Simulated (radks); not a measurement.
Sb23+, 28 electrons, occupied as [Ar] 3d10. Method: scalar-relativistic Kohn-Sham, exchange-only LDA, spin-polarised, spherical densities, finite nucleus; Fermi nuclear charge, rms radius 4.6802 fm; computed with a radial shooting solver on a logarithmic mesh with Libxc functionals.

Local quantities along the radius. ELF = 1/(1 + alpha^2) is the electron localisation function; alpha = (tau - tau_W)/tau_unif compares the Pauli kinetic energy density with that of the uniform gas (summed over spins); -r V(r) is the screened charge that the Kohn-Sham potential of spin up presents (atomic units). tau is taken from the large components.

r (bohr),ELF,alpha,-r V(r)
0.002309,0.999,0.02466,50.46
0.002935,0.999,0.02652,50.31
0.003731,0.999,0.02941,50.13
0.004781,0.999,0.03404,49.88
0.006078,0.998,0.04104,49.58
0.007788,0.997,0.05275,49.18
0.009901,0.995,0.07198,48.71
0.01269,0.988,0.1081,48.10
0.01613,0.970,0.1763,47.38
0.02067,0.905,0.3237,46.48
0.02628,0.721,0.6219,45.45
0.0334,0.443,1.122,44.22
0.0428,0.315,1.474,42.74
0.05441,0.422,1.171,41.10
0.06973,0.654,0.7275,39.19
0.08864,0.757,0.5663,37.14
0.1136,0.660,0.7183,34.86
0.1444,0.389,1.254,32.57
0.1851,0.347,1.372,30.20
0.2352,0.610,0.8000,28.04
0.2991,0.778,0.5347,26.19
0.3832,0.770,0.5459,24.83
0.4872,0.580,0.8506,24.05
0.6243,0.181,2.129,23.59
0.7936,0.013,8.573,23.30
1.017,0.000,66.89,23.11
1.293,0.000,997.2,23.03

On this mesh the ELF has minima near r = 0.043, 0.16 bohr, which separate the shells, and maxima near 0.089 (0.76), 0.34 (0.79).
